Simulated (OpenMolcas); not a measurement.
## Mo4+: effect of the metal basis and ligand basis

Mo4+ with 4 ligands (chloride) in tetrahedral coordination (Td) at 2.28 Å.

```
Program             : OpenMolcas 26.06
Method              : CASSCF
Spin-orbit coupling : RASSI with atomic mean-field integrals over the reference wave functions
```

Fixed: active space 2 electrons in 5 orbitals (4d), DKH2 Hamiltonian.

States (labels of Td). Energies in cm-1 above the lowest state or level, χT in cm3 K/mol.

| Run | Metal basis | Ligand basis | Ground state | First state of that spin | First gap with spin-orbit (degeneracies) | χT at 300 K | First state of another spin | Cost |
| --- | --- | --- | --- | --- | --- | --- | --- | --- |
| A | ANO-RCC-VDZP | ANO-RCC-VDZP | 3A2 | 3T2 10691 | 9058 (3, 2) | 0.868 | 1E 9454 | roughly 30 core-seconds |
| B | ANO-RCC-VTZP | ANO-RCC-VTZP | 3A2 | 3T2 10665 | 9297 (3, 2) | 0.865 | 1E 9771 | roughly 2.8 core-minutes |

Against A, the first state of the same spin changes by -0.2 % in B.

Costs are those of the RASSCF and RASSI steps.

Without dynamic correlation the repulsion within the d shell is too large (B by tens of per cent), so at a given field states of lower spin stand too high. With metal d orbitals alone the field can be off either way by tens of per cent. Ligand-to-metal charge-transfer states are missing. With no ligand orbital active B as a rule stays too high, so bands that hang on it stand too high and its fall with covalency is understated. The least metal-like active orbital is 70 % on the metal (Löwdin) and no ligand orbital is active, so the numbers are rough (holds for A). The least metal-like active orbital is 66 % on the metal (Löwdin) and no ligand orbital is active, so the numbers are rough (holds for B). No measured value stands beside these numbers; the geometry was imposed, not optimised, and the real ion may take another.
